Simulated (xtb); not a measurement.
Cl4Ga (SMILES [Cl][Ga-]([Cl])([Cl])[Cl]), charge -1, singlet, from a rough starting geometry (GFN-xTB shapes and energies of metal compounds can be far from the true ones); GFN2-xTB run with xtb.

xtb was given this input:
```
$ xtb mol.xyz --gfn 2 --chrg -1 --opt vtight --json

# file mol.xyz
5

Ga     0.00215878     0.02986785     0.00380750
Cl     1.75397184    -0.60952420    -1.21458385
Cl     0.67549271     0.46439705     2.00521115
Cl    -0.97008556     1.69888405    -0.93080290
Cl    -1.42250508    -1.57233303     0.05945923
```

Output, abridged:

```
   ID    Z sym.   atoms
    1   31 Ga     1
    2   17 Cl     2-5

           -------------------------------------------------
          |                Calculation Setup                |
           -------------------------------------------------

           -------------------------------------------------
          |                 G F N 2 - x T B                 |
           -------------------------------------------------

          ...................................................
          :                      SETUP                      :
          :.................................................:
          :  # basis functions                  50          :
          :  # atomic orbitals                  45          :
          :  # shells                           15          :
          :  # electrons                        32          :
          :  max. iterations                   250          :
          :  Hamiltonian                  GFN2-xTB          :
          :  restarted?                      false          :
          :  GBSA solvation                  false          :
          :  PC potential                    false          :
          :  electronic temp.          300.0000000     K    :
          :  accuracy                    1.0000000          :
          :  -> integral cutoff          0.2500000E+02      :
          :  -> integral neglect         0.1000000E-07      :
          :  -> SCF convergence          0.1000000E-05 Eh   :
          :  -> wf. convergence          0.1000000E-03 e    :
          :  Broyden damping             0.4000000          :
          :  net charge                         -1          :
          :  unpaired electrons                  0          :
          ...................................................

 iter      E             dE          RMSdq      gap      omega  full diag
   1    -19.8499608 -0.198500E+02  0.675E+00    7.68       0.0  T
   2    -19.9472977 -0.973369E-01  0.400E+00    6.32       1.0  T
   3    -19.9485173 -0.121958E-02  0.209E+00    6.28       1.0  T
   4    -19.9495811 -0.106381E-02  0.565E-01    6.17       1.0  T
   5    -19.9498039 -0.222772E-03  0.360E-01    6.29       1.0  T
   6    -19.9493532  0.450643E-03  0.367E-01    6.14       1.0  T
   7    -19.9497653 -0.412043E-03  0.215E-01    6.30       1.0  T
   8    -19.9500030 -0.237729E-03  0.563E-02    6.25       1.0  T
   9    -19.9500153 -0.123288E-04  0.271E-02    6.23       1.7  T
[...]
         :: total energy             -19.941249264572 Eh    ::
 * total energy  :   -19.9412493 Eh     change       -0.9499956E-11 Eh
 * total energy  :   -19.9419589 Eh     change       -0.7096242E-03 Eh
 * total energy  :   -19.9420906 Eh     change       -0.1316653E-03 Eh
 * total energy  :   -19.9421027 Eh     change       -0.1219200E-04 Eh
 * total energy  :   -19.9421078 Eh     change       -0.5006875E-05 Eh
 * total energy  :   -19.9421073 Eh     change        0.4404178E-06 Eh
 * total energy  :   -19.9421080 Eh     change       -0.6906541E-06 Eh
 * total energy  :   -19.9421080 Eh     change       -0.1704176E-08 Eh
   *** GEOMETRY OPTIMIZATION CONVERGED AFTER 8 ITERATIONS ***
         :: total energy             -19.942108004994 Eh    ::
[...]
       ...                                ...                  ...
        45                          1.4471396              39.3787
      -------------------------------------------------------------
                  HL-Gap            0.2303069 Eh            6.2670 eV
             Fermi-level           -0.1697514 Eh           -4.6192 eV

     #   Z          covCN         q      C6AA      α(0)
     1  31 Ga       3.157    -0.147   222.683    33.465
     2  17 Cl       0.790    -0.213   105.744    15.731
     3  17 Cl       0.790    -0.213   105.745    15.731
     4  17 Cl       0.790    -0.213   105.745    15.731
     5  17 Cl       0.790    -0.213   105.744    15.731

 Mol. C6AA /au·bohr⁶  :       3078.709245
 Mol. C8AA /au·bohr⁸  :     175353.047603
 Mol. α(0) /au        :         96.386967

Wiberg/Mayer (AO) data.
largest (>0.10) Wiberg bond orders for each atom

 ---------------------------------------------------------------------------
     #   Z sym  total        # sym  WBO       # sym  WBO       # sym  WBO
 ---------------------------------------------------------------------------
     1  31 Ga   4.415 --     2 Cl   1.104     5 Cl   1.104     4 Cl   1.104
                             3 Cl   1.104
     2  17 Cl   1.339 --     1 Ga   1.104
     3  17 Cl   1.338 --     1 Ga   1.104
     4  17 Cl   1.338 --     1 Ga   1.104
     5  17 Cl   1.338 --     1 Ga   1.104
 ---------------------------------------------------------------------------

Topologies differ in total number of bonds
Writing topology from bond orders to xtbtopo.mol

molecular dipole:
                 x           y           z       tot (Debye)
 q only:       -0.015      -0.004       0.029
   full:       -0.015      -0.004       0.029       0.083
molecular quadrupole (traceless):
                xx          xy          yy          xz          yz          zz
 q only:        0.000      -0.000       0.000       0.000       0.000      -0.000
  q+dip:        0.000      -0.000       0.001       0.000       0.000      -0.001
   full:        0.000      -0.000       0.000       0.000       0.000      -0.000

optimized geometry written to: xtbopt.xyz

           -------------------------------------------------
          | TOTAL ENERGY              -19.942108004994 Eh   |
          | GRADIENT NORM               0.000016831979 Eh/α |
          | HOMO-LUMO GAP               6.266969313066 eV   |
           -------------------------------------------------

normal termination of xtb
```
